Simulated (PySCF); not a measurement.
## ¹⁷O shieldings along a series

GIAO PBE0/pcSseg-1 on GFN2-xTB geometries (PySCF 2.14.0 with density-fitted response routines, gas phase, non-relativistic):

| SMILES | HOMO–LUMO gap (eV) | σ(O) (ppm) |
| --- | --- | --- |
| C=CC(=C)NC=O | 5.62 | -119.4 |
| C=CC(=C)OC(C)C | 5.89 | 182.0 |
| C=CC(=C)C(=O)N(C)C | 5.76 | -92.9 |
| C=CC(=C)C(=O)C(F)(F)F | 4.94 | -319.8 |
| C=CC(=C)C=O | 5.26 | -340.6 |
| C=CC(=C)O[Si](C)(C)C | 5.86 | 220.1 |
| C=CC(=C)COC | 6.02 | 321.7 |

**Question.** Fit σ(O) as a line in the HOMO–LUMO gap. How well does it hold?

**Answer.** σ = -3498.1 + 618.5 x, with x in eV; correlation +0.90, rms deviation 105.5 ppm, largest 157.3 ppm at `C=CC(=C)C(=O)N(C)C`. A larger gap weakens the paramagnetic term, which raises σ.

**Question.** A further member, `C=CC(=C)O[SiH3]`, has x = 5.93. What does the line predict, and what does the calculation give?

**Answer.** The line gives 169.6 ppm; the calculation 247.6 ppm, a difference of 78.0 ppm, within the usual scatter of the fit.
